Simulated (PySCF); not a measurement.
Electron correlation in Br⁺ (bromine, charge +1)

[Ar] 3d10 4s2 4p4, high-spin 3P determinant. Calculation: PySCF 2.14, in def2-TZVP (6s5p4d1f, 48 functions); the non-relativistic Hamiltonian (point nucleus). Frozen: [Ar] 3d10; 6 electrons correlated.

MP2 pair energies summed by pair of shells (mhartree):

| pair | energy | share (%) |
| --- | --- | --- |
| 4s-4p | -48.42 | 46.4 |
| 4p-4p | -47.65 | 45.7 |
| 4s-4s | -8.29 | 7.9 |

Total MP2 correlation energy: -104.36 mhartree.

Same-spin part -23.42 and opposite-spin part -80.94 mhartree; SCS-MP2 scales them by 1/3 and 6/5 to -104.93 mhartree.

```
  level  correlation energy (mhartree)
   CCSD                        -123.97
    (T)                          -3.33
CCSD(T)                        -127.30
```

Diagnostics: T1 = 0.0074, D1 = 0.0234, largest double amplitude 0.046.

Q: Is a single reference adequate?

A: Yes, within this model without spin-orbit coupling: T1 lies below 0.03 and no double amplitude reaches 0.07.
